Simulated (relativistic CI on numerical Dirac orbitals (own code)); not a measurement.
# Level scheme of Sr4+

Method of calculation: Dirac-Coulomb-Breit CI, KLI orbitals optimised for each configuration, model QED, valence Slater integrals scaled by 0.85, P86 correlation energy added to each configuration (own radial code, finite nucleus).

Configurations in the expansion (outside the closed core [Ar] 3d10): 4s2.4p4, 4s.4p5, 4s2.4p3.4d, 4p6, 4s2.4p3.4f, 4s.4p4.4d, 4s2.4p3.5s, 4s2.4p3.5p, 4s.4p4.4f, 4s2.4p3.5d, 4s2.4p3.6s, 4s2.4p3.6p, 4s2.4p3.5f, 4p5.4d, 4s2.4p3.6d, 4s2.4p3.5g, 4s.4p4.5s, 4s2.4p3.7s, 4s.4p3.4d2, 4s2.4p3.7p, 4s2.4p2.4d.4f, 4s2.4p3.6f, 4s.4p4.5p, 4s.4p4.5d, 4s.4p4.6s, 4s2.4p2.4d.5p, 4s.4p4.6p, 4p5.4f, 4s.4p3.5p2, 4s2.4p2.4d2, 4s2.4p.4d3, 4s2.4p.4d2.4f, 4s.4p2.4d3, 4s2.4p.4d2.5s, 4s2.4p.4d2.5p, 4s2.4p2.4f2, 4s2.4p.4d.4f2, 4s2.4p.4f3, 4s.4p2.4d.4f2, 4s2.4p.4f2.5s, 4s2.4p.4f2.5p, 4s2.4p2.4d.5s, 4s2.4p.4d.4f.5s, 4s.4p2.4d2.5s, 4s2.4p.4d.5s2, 4s2.4p.4d.5s.5p. Double excitations out of closed p, d and f shells are left out; levels of such configurations are missing from the list, as are those of other unlisted configurations, and high levels can miss mixing partners. These lack a partner that the ground configuration has and come out too high: 4s.4p4.4f, 4s2.4p3.5d, 4s2.4p3.6s, 4s2.4p3.6p, 4s2.4p3.5f.

The lowest level is 4s2.4p4 3P_2, with 91 % of that term; Hund's rules for 4s2.4p4 give 3P with J = 2, in agreement.

```csv
No.,Configuration,Term,J,E (eV),%,Lifetime (s)
1,4s2.4p4,3P,2,0.0000,91,
2,4s2.4p4,3P,1,1.0144,98,8.70e-02
3,4s2.4p4,3P,0,1.0468,88,8.12e+01
4,4s2.4p4,1D,2,2.4552,91,4.84e-02
5,4s2.4p4,1S,0,5.1866,87,4.97e-03
6,4s.4p5,3P°,2,19.4924,81,7.80e-10
7,4s.4p5,3P°,1,20.2210,79,7.18e-10
8,4s.4p5,3P°,0,20.7040,80,7.42e-10
9,4s.4p5,1P°,1,24.3941,55,3.33e-10
10,4p3(4S°).4d,5D°,0,25.4268,95,9.28e-09
11,4p3(4S°).4d,5D°,1,25.4434,96,7.87e-09
12,4p3(4S°).4d,5D°,2,25.4486,94,1.08e-08
13,4p3(4S°).4d,5D°,3,25.4552,92,2.16e-08
14,4p3(4S°).4d,5D°,4,25.5144,94,
15,4p3(4S°).4d,3D°,2,26.8390,70,5.61e-09
16,4p3(2D°).4d,3D°,3,27.1342,85,1.61e-08
17,4p3(4S°).4d,3D°,1,27.2422,96,4.43e-09
18,4p3(2D°).4d,3F°,2,27.6883,76,1.19e-08
19,4p3(2D°).4d,1S°,0,27.8372,93,2.34e-08
20,4p3(2D°).4d,3F°,3,27.9134,84,9.90e-09
21,4p3(2D°).4d,3F°,4,28.2189,86,9.18e-02
22,4p3(2D°).4d,3G°,3,28.8919,84,4.56e-09
23,4p3(2D°).4d,3G°,4,29.0076,73,1.03e-01
24,4p3(2D°).4d,3G°,5,29.2291,98,
25,4p3(2D°).4d,1G°,4,29.5075,82,1.09e-01
26,4p3(2P°).4d,1D°,2,30.1211,77,1.52e-09
27,4p3(2P°).4d,3D°,1,30.2966,95,4.82e-10
28,4p3(2P°).4d,3P°,0,30.6401,91,2.93e-09
29,4p3(2P°).4d,3P°,1,30.7915,89,4.70e-10
30,4p3(2P°).4d,3D°,2,30.8825,86,7.87e-10
31,4p3(2P°).4d,3F°,3,31.1089,84,1.85e-09
32,4p3(2P°).4d,3F°,2,31.2269,83,7.02e-10
33,4p3(2P°).4d,3F°,4,31.3209,76,5.90e-03
34,4p3(2P°).4d,3D°,3,31.4910,80,4.24e-10
35,4p3(2P°).4d,3P°,2,31.6648,82,4.89e-10
36,4p3(2P°).4d,1F°,3,33.0425,78,3.00e-09
37,4p3(2D°).4d,3S°,1,33.1327,77,2.05e-11
38,4p3(2D°).4d,3P°,2,33.2273,74,1.34e-11
39,4p3(2D°).4d,3P°,1,33.5814,30,1.51e-11
40,4p3(4S°).4d,3D°,3,33.7103,85,1.29e-11
41,4p3(4S°).5s,5S°,2,34.1804,94,7.22e-09
42,4p3(2D°).4d,3P°,0,34.2366,78,1.28e-11
43,4p3(2D°).4d,3P°,1,34.2415,36,1.47e-11
44,4p3(2P°).4d,3D°,2,34.3782,77,1.35e-11
45,4p3(2P°).4d,3D°,1,34.7574,84,1.28e-11
```

Energies count from the lowest computed level; ° marks odd parity; lifetimes are radiative, by E1, M1, E2 decay to levels of this space only; some are left blank where a channel outside the calculation adds to the decay or the decay crosses a small, uncertain gap. Percentages are summed over parent terms; the parents shown are those of the largest component, closed shells are left out there.

The mean weight of the leading LS term, summed over parents, in these 45 levels is 82 %, and that of the leading jj configuration (from the same eigenvectors) 54 %, so LS coupling describes them better.

At this charge configurations can still be misplaced by up to about 7 % of their energy. 59 of the 69 excited levels that our extract of the measured tables holds in this range could be paired (the sources list more); they are missed by 3994 cm⁻¹ on average and 10573 at most, and levels without a partner can miss by more.

Landé's interval rule says that E(J) − E(J−1) = AJ with one A. For the ground term the intervals give A = -261.5, -4090.9 cm⁻¹ for J = 1, 2; the multiplet is inverted.

LS names give the leading component of a level, which can be under half, so a name can repeat, a term be missing and a line seem to break the LS rules.
